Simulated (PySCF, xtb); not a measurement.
1,1,2-trichloro-2-fluoroethene (C₂Cl₃F), SMILES FC(Cl)=C(Cl)Cl.

GFN2-xTB (xtb) at its own geometry gives an orbital gap of 3.92 eV and a dipole moment of 0.78 D.

Coordinates come from a B3LYP-D3(BJ)/def2-SVP optimisation.

Problem. What does M06-2X/def2-TZVP in PySCF give? (Estimate from the structure and the level; the computed values follow.)

Solution. gap 8.73 eV (levels -8.59 and 0.15 eV), dipole 0.49 D.
